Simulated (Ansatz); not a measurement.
CF3NSi, SMILES `N#C[Si](F)(F)F`, relaxed with RKS PBE0-D4/def2-TZVP in the Gaussian-basis code of Ansatz from a PBE-D4/def2-SVP geometry. The force threshold is 0.005 eV/Å; the program also tests the step.

Charge 0, multiplicity 1.

Start:

```xyz
6

N     1.048   -1.845    1.256
C     0.549   -0.970    0.658
Si   -0.229    0.403   -0.274
F     0.472    1.789    0.131
F    -1.793    0.471    0.079
F    -0.047    0.152   -1.849
```

```
step  energy (eV)  largest force (eV/Å)  largest move (Å)
   1  -18551.1370                 2.223             0.000
   2  -18551.2414                 0.787             0.029
   3  -18551.2770                 0.073             0.025
   4  -18551.2773                 0.047             0.002
   5  -18551.2774                 0.012             0.002
   6  -18551.2774                 0.002             0.001
```

End:

```xyz
6

N     1.032   -1.819    1.237
C     0.543   -0.958    0.651
Si   -0.230    0.406   -0.276
F     0.456    1.752    0.122
F    -1.751    0.466    0.072
F    -0.049    0.154   -1.807
```

Run time 12 s (4 threads of an Arm Neoverse V2 on a shared host); peak host memory 0.43 GiB.
